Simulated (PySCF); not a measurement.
Computed shifts of a molecule CH6ClGeN, KT2/pcSseg-1 in PySCF, GIAO, gas phase, atoms alike by connectivity averaged where their shifts nearly agree, in ppm (number of nuclei): ¹³C: 6.3 (1). ¹⁵N: 45.6 (1). ¹H: 6.00 (1), 1.24 (1), 1.02 (1), 0.95 (3). References: ¹³C against TMS (σ = 185.1 ppm); ⁷³Ge against GeH4 (σ = 1669.3 ppm); ¹⁵N against NH3 (σ = 266.2 ppm); ³⁵Cl against HCl (σ = 945.4 ppm); ¹H against TMS (σ = 31.47 ppm), references at their B3LYP-D3(BJ)/def2-TZVP geometries, non-relativistic (without spin–orbit terms, shifts of atoms bonded to Cl or Br come out too high). Coordinates come from a PBE0-D3(BJ)/def2-SVP optimisation. One conformer was computed; it need not be the lowest.

Problem. Which structure fits?
(A) [CH3][Ge@H]([NH2])[Cl]
(B) C[NH][GeH2][Cl]
(C) N[CH2][GeH2][Cl]

Solution. A, [CH3][Ge@H]([NH2])[Cl]
